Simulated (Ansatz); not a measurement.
# Molecular dynamics, step by step

KBCl$_{3}$ (charge +1), closed shell, PBE0-D4/def2-SVP (Ansatz 0.2.0). Settings (timestep in fs, temperature in K, friction in 1/fs; T counts 15 degrees of freedom, while the starting velocities carry no drift of the centre of mass, so T starts below the set value):

```yaml
hamiltonian: {xc: pbe0, dispersion: d4}
md: {n_steps: 40, timestep: 0.25, temperature: 1500, ensemble: nvt_langevin, seed: 649, friction: 0.01, initial_velocities: maxwell_boltzmann}
```

Start:

```xyz
5
angstrom
K 0.0866 -0.3183 -2.9967
Cl 1.0668 1.0490 -0.2076
B -0.0225 0.0826 0.7769
Cl -0.0721 0.2631 2.4708
Cl -1.0589 -1.0762 -0.0433
```

| step | time (fs) | potential energy less the start (meV) | kinetic energy (meV) | T (K) |
| --- | --- | --- | --- | --- |
| 0 | 0.00 | 0.0 | 775.6 | 1200 |
| 2 | 0.50 | 0.9 | 772.3 | 1195 |
| 4 | 1.00 | 4.2 | 753.2 | 1165 |
| 6 | 1.50 | 10.0 | 739.8 | 1145 |
| 8 | 2.00 | 17.3 | 751.9 | 1163 |
| 10 | 2.50 | 27.1 | 790.9 | 1224 |
| 12 | 3.00 | 37.9 | 747.2 | 1156 |
| 14 | 3.50 | 48.3 | 693.5 | 1073 |
| 16 | 4.00 | 58.0 | 635.6 | 983 |
| 18 | 4.50 | 66.5 | 622.8 | 964 |
| 20 | 5.00 | 74.5 | 606.9 | 939 |
| 22 | 5.50 | 80.7 | 598.0 | 925 |
| 24 | 6.00 | 86.1 | 542.2 | 839 |
| 26 | 6.50 | 90.9 | 510.6 | 790 |
| 28 | 7.00 | 96.0 | 463.1 | 717 |
| 30 | 7.50 | 101.1 | 451.9 | 699 |
| 32 | 8.00 | 104.6 | 546.6 | 846 |
| 34 | 8.50 | 107.2 | 548.7 | 849 |
| 36 | 9.00 | 110.1 | 541.5 | 838 |
| 38 | 9.50 | 113.2 | 556.9 | 862 |
| 40 | 10.00 | 116.8 | 620.2 | 960 |

Step 6, positions (Å) and forces (eV/Å):

```tsv
atom	x	y	z	Fx	Fy	Fz
K1	0.096	-0.311	-2.991	0.000	-0.001	-0.017
Cl2	1.059	1.043	-0.216	0.000	-0.090	0.095
B3	-0.015	0.057	0.797	0.048	0.240	-0.690
Cl4	-0.077	0.276	2.468	0.005	0.002	0.604
Cl5	-1.061	-1.081	-0.042	-0.053	-0.151	0.007
```

Step 20, positions (Å) and forces (eV/Å):

| atom | x | y | z | Fx | Fy | Fz |
| --- | --- | --- | --- | --- | --- | --- |
| K1 | 0.120 | -0.295 | -2.973 | -0.010 | -0.009 | -0.033 |
| Cl2 | 1.044 | 1.024 | -0.228 | -0.006 | -0.301 | 0.318 |
| B3 | 0.007 | 0.006 | 0.828 | -0.114 | 0.481 | -1.836 |
| Cl4 | -0.095 | 0.302 | 2.458 | 0.022 | 0.013 | 1.366 |
| Cl5 | -1.071 | -1.094 | -0.040 | 0.109 | -0.184 | 0.185 |

Step 28, positions (Å) and forces (eV/Å):

```
atom       x       y       z      Fx      Fy      Fz
  K1   0.132  -0.286  -2.963  -0.022  -0.023  -0.050
 Cl2   1.038   1.011  -0.230   0.117  -0.256   0.303
  B3   0.019  -0.007   0.833  -0.391   0.394  -1.935
 Cl4  -0.109   0.316   2.456   0.037  -0.009   1.380
 Cl5  -1.077  -1.102  -0.042   0.259  -0.107   0.304
```

Last step (40):

K1  (0.152, -0.274, -2.946)
Cl2  (1.023, 0.988, -0.229)
B3  (0.031, -0.023, 0.835)
Cl4  (-0.129, 0.329, 2.457)
Cl5  (-1.088, -1.109, -0.039)
(Å)

Hardware: 4 CPU threads of an Arm Neoverse V1, shared host. Wall time about 63 s.
